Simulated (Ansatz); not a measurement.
Start from `[OH][GaH][GeH3]` and change one atom or group to get `[OH][GaH][Br]`.

Ansatz, PBE0-D4/def2-TZVP geometries, multiplicity 1. Each molecule was computed in one conformer, which needn't be the lowest.

Scalar relativity is left out up to krypton.

```csv
property,`[OH][GaH][GeH3]`
HOMO energy (PBE/def2-TZVPP) / eV,-6.54
HOMO–LUMO gap (PBE0/def2-TZVPP) / eV,6.15
"ideal-gas entropy at 298 K and 1 bar (rigid rotor, harmonic PBE0-D4/def2-TZVP) / J/(mol·K)",348
LUMO energy (B3LYP/def2-TZVPP) / eV,-1.77
HOMO energy (PBE0/def2-TZVPP) / eV,-7.67
HOMO energy (ωB97M-V/def2-TZVPP) / eV,-9.71
```

What does the change do to each property? (Best estimate.)

Computed: 
| property | `[OH][GaH][Br]` | shift |
| --- | --- | --- |
| HOMO energy (PBE/def2-TZVPP) / eV | -7.14 | -0.60 |
| HOMO–LUMO gap (PBE0/def2-TZVPP) / eV | 7.23 | 1.08 |
| ideal-gas entropy at 298 K and 1 bar (rigid rotor, harmonic PBE0-D4/def2-TZVP) / J/(mol·K) | 311 | -37 |
| LUMO energy (B3LYP/def2-TZVPP) / eV | -1.51 | 0.26 |
| HOMO energy (PBE0/def2-TZVPP) / eV | -8.46 | -0.79 |
| HOMO energy (ωB97M-V/def2-TZVPP) / eV | -10.69 | -0.98 |

With PBE0 the HOMO falls by 0.79 eV and the LUMO rises by 0.29 eV, so the gap widens by about 1.08 eV. PBE moves the HOMO by -0.60 eV and ωB97M-V by -0.98 eV. The zero-point energy changes by -57.7 kJ/mol with -9 modes. Modes under 60 cm⁻¹, often nearly free rotors, make the harmonic entropy too high.

B3LYP here is the variant with VWN-RPA as its local correlation; programs differ in this.

Spin–orbit coupling is left out; it splits and shifts lone-pair levels of the heavy atoms by tenths of an eV.
